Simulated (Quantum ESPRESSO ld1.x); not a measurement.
Values are calculated unless marked as measured or tabulated.
Task: The table gives one normalised radial function P(r) = r R(r) of Ho3+ in [Xe] 4f10 (r in bohr). Level of theory: scalar-relativistic Kohn-Sham, PBE, spin-unpolarised, spherical densities, point nucleus (ld1.x of Quantum ESPRESSO 7.5).

| r | P |
|---|---|
| 0.001502 | 0.0128 |
| 0.001721 | 0.0161 |
| 0.001972 | 0.0203 |
| 0.002277 | 0.0259 |
| 0.002609 | 0.0326 |
| 0.002989 | 0.0410 |
| 0.003452 | 0.0522 |
| 0.003955 | 0.0656 |
| 0.004568 | 0.0834 |
| 0.005233 | 0.1044 |
| 0.005996 | 0.1303 |
| 0.006924 | 0.1644 |
| 0.007933 | 0.2040 |
| 0.009089 | 0.2521 |
| 0.0105 | 0.3137 |
| 0.01203 | 0.3833 |
| 0.01378 | 0.4648 |
| 0.01591 | 0.5648 |
| 0.01823 | 0.6719 |
| 0.02089 | 0.7895 |
| 0.02412 | 0.9220 |
| 0.02763 | 1.0485 |
| 0.03166 | 1.1677 |
| 0.03656 | 1.2726 |
| 0.04189 | 1.3353 |
| 0.04799 | 1.3444 |
| 0.05543 | 1.2737 |
| 0.0635 | 1.1122 |
| 0.07334 | 0.8267 |
| 0.08402 | 0.4462 |
| 0.09626 | -0.0294 |
| 0.1112 | -0.6022 |
| 0.1274 | -1.1574 |
| 0.1459 | -1.6629 |
| 0.1685 | -2.0711 |
| 0.1931 | -2.2796 |
| 0.2212 | -2.2875 |
| 0.2555 | -2.0872 |
| 0.2927 | -1.7486 |
| 0.3353 | -1.3370 |
| 0.3872 | -0.9050 |
| 0.4437 | -0.5615 |
| 0.5083 | -0.3101 |
| 0.587 | -0.1439 |
| 0.6725 | -0.0602 |
| 0.7705 | -0.0215 |
| 0.8899 | -0.0060 |
| 1.019 | -0.0015 |
| 1.177 | -0.0003 |
| 1.349 | 0.0000 |
| 1.545 | 0.0000 |
| 1.785 | 0.0000 |
| 2.045 | 0.0000 |
| 2.343 | 0.0000 |
| 2.706 | 0.0000 |
| 3.1 | 0.0000 |
| 3.551 | 0.0000 |
| 4.101 | 0.0000 |
| 4.699 | 0.0000 |

Which n and l does it have? It may be an empty orbital.

Result: n = 3, l = 1: the number of nodes gives n - l - 1 = 1, the rise at small r (about r^(l+1), flatter next to the nucleus through relativity) gives l, and the extent must fit the shell. The curve is that of 3p. 3p: eigenvalue -1783.1 eV, 1 radial node at r = 0.0955 bohr, <r> = 0.229 bohr, 90 % of the charge inside 0.342 bohr.
